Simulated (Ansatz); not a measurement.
Geometry optimisation, UKS PBE0/def2-SVP in Ansatz 0.2.0.

Input file:

```yaml
crystal:
  periodic: [false, false, false]
  atoms:
    - { symbol: C, position_ang: [-0.4417, 1.8038, 0.0469] }
    - { symbol: "N", position_ang: [-0.7038, 0.6402, 0.4204] }
    - { symbol: Al, position_ang: [0.1467, -0.8452, -0.3864] }
    - { symbol: S, position_ang: [-0.1737, -2.9332, 0.3707] }
    - { symbol: H, position_ang: [0.2078, 2.0632, -0.787] }
    - { symbol: H, position_ang: [-1.0151, 2.6814, 0.5165] }
    - { symbol: H, position_ang: [1.2481, -0.6159, -1.5572] }
    - { symbol: H, position_ang: [0.8239, -2.8513, 1.3202] }
magnetization:
  spin_polarized: true
basis:
  gaussian: { orbitals: def2-SVP }
hamiltonian:
  xc: pbe0
relax:
  f_tol: 0.02
  max_steps: 50
output:
  orbitals: {}
```

Launched with:

```bash
$ ansatz run input.yaml --threads 2 --pin off --max-ram 3072MiB --backend cpu --events-out ev --progress --plain --runs-dir out
```

Problem. Where does it end, and by what steps?

Solution. The run converged. The force dipped under the threshold on the way, but the program's further checks kept it going. After 23 steps the energy has fallen by 0.712 eV; H5 moved furthest, 1.42 Å.

```csv
step,energy less start (eV),largest force component (eV/Å),accepted
0,0.0000,2.084,yes
1,0.2255,2.537,no
2,-0.1152,1.115,yes
3,-0.1437,0.273,yes
4,-0.1484,0.337,yes
5,-0.1510,0.280,yes
6,-0.1873,0.142,yes
7,-0.2272,0.629,yes
8,-0.2704,1.461,yes
9,-0.4161,0.544,yes
10,-0.5185,0.862,yes
11,-0.5846,0.433,yes
12,-0.6581,0.233,yes
13,-0.6948,0.172,yes
14,-0.6908,0.395,no
15,-0.7052,0.201,yes
16,-0.6974,0.505,no
17,-0.7094,0.091,yes
18,-0.7114,0.010,yes
19,-0.7115,0.029,yes
20,-0.7113,0.025,no
21,-0.7115,0.021,no
22,-0.7116,0.024,yes
23,-0.7116,0.001,yes
```

```xyz
8
Properties=species:S:1:pos:R:3
C -0.476 1.955 0.085
N -0.136 0.771 -0.112
Al 0.346 -0.889 -0.398
S 0.123 -2.294 1.267
H 0.226 2.729 0.466
H -1.507 2.325 -0.105
H 0.913 -1.322 -1.806
H 0.603 -3.332 0.547
```

Time of the run: 24 s on 2 threads of AMD EPYC 9R45 96-Core Processor (Zen 5), with other jobs on the host, peak memory 0.24 GiB.
